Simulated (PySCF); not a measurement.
Species: C7H8FN.
SMILES: `C/C=C(C#N)/C=C(/C)F`

Theory: TDDFT B3LYP/def2-SVPD, vertical, gas phase, core orbitals frozen in the response in PySCF 2.14.0, density-fitted response routines. One conformer (not necessarily the lowest) at the PBE0-D3(BJ)/def2-SVP geometry, without solvent, vibrations or thermal averaging. Torsions of this conformer, `[CH3:1]/[CH:2]=[C:3]([C:4]#[N:5])/[CH:6]=[C:7](/[CH3:8])[F:9]`: C2–C3–C6–C7 180°.

Computed states:

```
state  E (eV)       f
   S1    4.82   0.428
   S2    5.83  0.0007
   S3    6.00   0.228
   S4    6.06  0.0000
   S5    6.13  0.0001
   S6    6.41   0.212
```

Each state is given a Gaussian of 0.4 eV full width at half maximum, with ε(max) = 2.175×10⁸ f / Δν̃ (Δν̃ the width in cm⁻¹). The width is an assumption, not a result. The curve ends short of the highest state used, and states not computed would add to its high-energy end.

Task: Give the broadened spectrum and its maxima.

Result: 
λ (nm), ε (L mol⁻¹ cm⁻¹) and a bar:
```
    213.2       8494 #########
    216.7       3979 ####
    220.2       1434 #
    223.7        411 
    227.2        120 
    230.7        161 
    234.2        601 #
    237.7       1933 ##
    241.2       4931 #####
    244.7      10131 ###########
    248.2      17043 ##################
    251.7      23851 #########################
    255.2      28170 ##############################
    258.7      28457 ##############################
    262.2      24890 ##########################
    265.7      19064 ####################
    269.2      12920 ##############
    272.7       7823 ########
    276.2       4270 ####
    279.7       2118 ##
    283.2        962 #
    286.7        403 
    290.2        157 
    293.7         57
```

Maxima: 257 nm (4.82 eV), ε about 29000, made up of S1 (100%) (ε in L mol⁻¹ cm⁻¹; maxima over ε = 5, shares over 10%). At its high-energy end, 5.81 eV, the curve is still rising (ε about 8200, from S3).

Task: What would ε be at 4.82 eV, the highest of these maxima, with half the width (0.2 eV)?

Result: About 57700 L mol⁻¹ cm⁻¹ against 28900, a factor of about 2.00; a lone state at its own centre would give exactly 2.

Task: On this curve, what absorbance would a 10⁻³ mol/L sample give at 222 nm over a 1 cm path?

Result: 222 nm is 5.585 eV, where ε is about 770 L mol⁻¹ cm⁻¹, so A = ε c l ≈ 0.77 (Beer–Lambert, with the gas-phase spectrum and the assumed width).
